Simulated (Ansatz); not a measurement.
Molecule: MnCl, charge 0, multiplicity 7. The spin state was set by rule; other spins were not relaxed. SMILES: [Cl][Mn]
Geometry: optimised at B3LYP-D3(BJ)/def2-TZVP (Ansatz, a program for electronic structure).

Wanted: vertical ionisation energy (to the sextet state of charge +1; each state is the SCF solution reached for its spin), in eV. Cores are frozen in the correlated levels unless marked. UHF or UKS for open shells. No spin-orbit coupling. Frozen are the shells of the preceding noble gas and the d and f shells that filled before the atom's block. No relativistic terms. Basis-set limits of correlation are two-point, X^-3; Hartree-Fock from the larger set.

| level | program | vertical ionisation energy (eV) |
|---|---|---|
| SVWN5/def2-TZVPD | Ansatz | (withheld) |
| PBE/def2-TZVPD | Ansatz | 7.79 |
| r2SCAN/def2-TZVPD | Ansatz | 8.03 |
| PBE0/def2-TZVPD | Ansatz | 7.96 |
| BHLYP/def2-TZVPD | Ansatz | (withheld) |
| CAM-B3LYP/def2-TZVPD | Ansatz | (withheld) |
| wB97M-V/def2-TZVPD | Ansatz | 7.83 |
| wB97X-V/def2-TZVPD | Ansatz | 7.81 |
| CCSD/def2-SVPD | Ansatz | 7.75 |
| CCSD/def2-QZVPPD | Ansatz | 7.88 |
| CCSD(T)/CBS(def2-TZVPPD,def2-QZVPPD) | Ansatz | (withheld) |

Problem. Complete the blanks.

Solution. 
- SVWN5/def2-TZVPD, vertical ionisation energy (eV): 7.94
- BHLYP/def2-TZVPD, vertical ionisation energy (eV): 7.86
- CAM-B3LYP/def2-TZVPD, vertical ionisation energy (eV): 7.98
- CCSD(T)/CBS(def2-TZVPPD,def2-QZVPPD), vertical ionisation energy (eV): 7.91
